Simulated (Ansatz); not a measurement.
Compare A (`O[SiH]1N=C1Cl`) with its isomer B (`O=C=N[SiH2]Cl`).

Isolated molecules relaxed with PBE0-D4/def2-TZVP in Ansatz; ΔE leaves out vibrations. CBS: MP2 limit from def2 TZ/QZ plus the TZ coupled-cluster correction, frozen cores. This one scheme is used for every species. DFT in def2-TZVPP. B3LYP here is the variant with VWN-RPA as its local correlation; programs differ in this. One conformer a species, not always the lowest.

Q: Which isomer does CCSD(T)/CBS put lower? Give the gap. (Estimate.)

A: Computed: B, by 222.4 kJ/mol.

Q: Give E(B) − E(A) in kJ/mol with PBE-D4, B3LYP-D4, B2PLYP, CCSD(T)/def2-TZVPP, HF/def2-TZVPP, MP2/def2-TZVPP, BLYP-D4. (An estimate is asked.)

A: Ansatz gave: PBE-D4 -228.4, B3LYP-D4 -245.0, B2PLYP -243.5, CCSD(T)/def2-TZVPP -228.1, HF/def2-TZVPP -278.6, MP2/def2-TZVPP -233.6, BLYP-D4 -242.2. None reverses the order clearly.

Q: Does the order hold for the free energy at 298.15 K (harmonic terms from PBE0-D4)? (Best estimate.)

A: Computed: Yes: G(B) − G(A) = -230.7 kJ/mol, for one conformer each. Modes under 60 cm⁻¹, often nearly free rotors, make the harmonic entropy too high.

Largest T1 diagnostic: 0.014.

In def2-TZVPP, CCSD(T) changes the Hartree–Fock value by +50.5 kJ/mol (the triples alone add +4.1 kJ/mol) and MP2 by +45.0 kJ/mol. From BLYP to BHLYP (50 % exact exchange), in def2-TZVPP and without D4, E(B) − E(A) moves by −7.8 kJ/mol.
